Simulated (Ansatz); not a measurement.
Consider the ligand exchange at the Si–C bond: `C[SiH](Cl)CCl` + `BS` → `BS[SiH](C)Cl` + `CCl`.

Program: Ansatz. Geometries: PBE0-D4/def2-TZVP. ΔE: electronic, gas phase. CCSD(T)/CBS adds triple-zeta CCSD(T) − MP2 to the extrapolated MP2 energy (def2 sets, frozen cores). This one scheme is used for every species. Each species was taken in one conformer, which may not be the lowest.

| species | MP2/def2-QZVPP energy (Eh) |
| --- | --- |
| `C[SiH](Cl)CCl` | -1288.26470 |
| `BS` | -424.31704 |
| `BS[SiH](C)Cl` | -1213.04431 |
| `CCl` | -499.56037 |

(1) Work out ΔE.

Largest T1 diagnostic among the species: 0.015.

Answers

(1) ΔE = (-1213.04431) + (-499.56037) − (-1288.26470) − (-424.31704) = -0.02294 Eh = -0.62 eV. CCSD(T)/CBS gives -0.58 eV.
